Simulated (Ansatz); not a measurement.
`C=C[SiH2][SiH3]` + `F[SiH2]O[SiH2]Cl` → `C=C[SiH2]O[SiH2]F` + `[SiH3][SiH2]Cl`  (redistribution)

Program: Ansatz. Geometries: PBE0-D4/def2-TZVP. ΔE: electronic, gas phase. CCSD(T)/CBS is the MP2 limit (def2-TZVPP, def2-QZVPP) plus CCSD(T) − MP2 in def2-TZVPP, frozen cores. This one scheme is used for every species. Functionals use def2-TZVPP. One conformer a species, not always the lowest.

```tsv
species	revPBE energy (Eh)
`C=C[SiH2][SiH3]`	-659.87795
`F[SiH2]O[SiH2]Cl`	-1216.70097
`C=C[SiH2]O[SiH2]F`	-834.52113
`[SiH3][SiH2]Cl`	-1042.05375
```

Task: Work out ΔE.

Result: ΔE = (-834.52113) + (-1042.05375) − (-659.87795) − (-1216.70097) = 0.00404 Eh = +10.6 kJ/mol. CCSD(T)/CBS gives +10.1 kJ/mol.

Task: What do rigid-rotor, harmonic-oscillator terms from PBE0-D4/def2-TZVP frequencies (298.15 K, 1 bar) make of the CCSD(T)/CBS value? (Estimate.)

Result: Ansatz gave: ΔZPE = -0.4 kJ/mol, ΔH = +9.9 kJ/mol, ΔS = 3 J/(mol·K), ΔG = +8.9 kJ/mol. Modes under 50 cm⁻¹ make the entropy rough.

Largest T1 diagnostic among the species: 0.013.

Leaving LDA and LC-ωPBE aside and taking each functional with its dispersion term where it has one, the values, not all of them listed here, spread over 2.7 kJ/mol, from BHLYP-D4 to revPBE-D4. In def2-TZVPP, CCSD(T) changes the Hartree–Fock value by +4.1 kJ/mol (the triples alone add +0.9 kJ/mol) and MP2 by +5.2 kJ/mol.
